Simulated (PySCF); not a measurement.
SiH3I, SMILES I[SiH3]. Atoms are numbered in the order given.

```xyz
5

Si     0.0000     0.0000     1.8420
I      0.0000     0.0000    -0.6172
H     -1.2131    -0.7004     2.3070
H      0.0000     1.4007     2.3070
H      1.2131    -0.7004     2.3070
```

The structure is a stationary point at B3LYP-D3(BJ)/def2-TZVP. The def2 effective core potentials stand for the cores of I; spin–orbit coupling is left out.

Level of theory: PySCF with PBE0/def2-TZVPD.

The total energy is -588.92893 hartree. The point group comes out as C3v. The highest occupied level is -7.73 eV and the lowest empty level comes out as -0.99 eV. The orbital gap comes out as 6.73 eV, the dipole moment is 0.256 e·Å and the quadrupole, principal values (traceless, Buckingham form, about the centre of nuclear charge) is -2.16, -2.16, 4.33 D·Å. The mean static polarisability is 64.7 bohr³ (9.58 Å³) and the polarisability, principal values is 56.2, 56.2, 81.6 bohr³.
